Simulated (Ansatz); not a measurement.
System: [diamino(methyl)germyl]methane, C$_{2}$H$_{10}$GeN$_{2}$, charge 0, multiplicity 1. 
Structure (B3LYP-D3(BJ)/def2-TZVP (Ansatz, a first-principles code) minimum search):
SMILES: [NH2][Ge]([CH3])([CH3])[NH2]
```xyz
15

C      1.7159    -0.6154    -0.7021
Ge    -0.0003     0.0009     0.0019
C     -1.4772    -0.2233    -1.2752
N     -0.4533    -1.0149     1.4808
N      0.2889     1.7603     0.5389
H      1.6406    -1.6593    -1.0047
H      2.0179    -0.0208    -1.5652
H      2.4839    -0.5276     0.0662
H     -2.4061     0.1664    -0.8566
H     -1.6169    -1.2786    -1.5117
H     -1.2639     0.3170    -2.1978
H      0.0658    -0.7856     2.3185
H     -1.4396    -1.0203     1.7031
H      0.7832     2.3355    -0.1312
H     -0.5363     2.2599     0.8442
```

Quantity: vertical ionisation energy (to the doublet state of charge +1; each state is the SCF solution reached for its spin), in eV. Valence correlation only, unless marked. UHF or UKS for open shells. Spin-orbit coupling is left out. The frozen core is the preceding noble-gas configuration, with the filled d and f shells of earlier blocks. Non-relativistic. Basis-set limits of correlation are two-point, X^-3; Hartree-Fock from the larger set. The bracket is a focal-point correction in the basis named.

| level | program | vertical ionisation energy (eV) |
|---|---|---|
| HF/aug-cc-pVDZ | Ansatz | 7.96 |
| HF/aug-cc-pVTZ | Ansatz | 7.97 |
| r2SCAN/def2-TZVPD | Ansatz | 8.56 |
| B3LYP/def2-TZVPD | Ansatz | 8.80 |

### Question
Predict the RI-MP2/CBS(aug-cc-pVTZ,aug-cc-pVQZ)+[CCSD(T)-MP2]/aug-cc-pVTZ result (Ansatz).

### Answer
9.41 eV
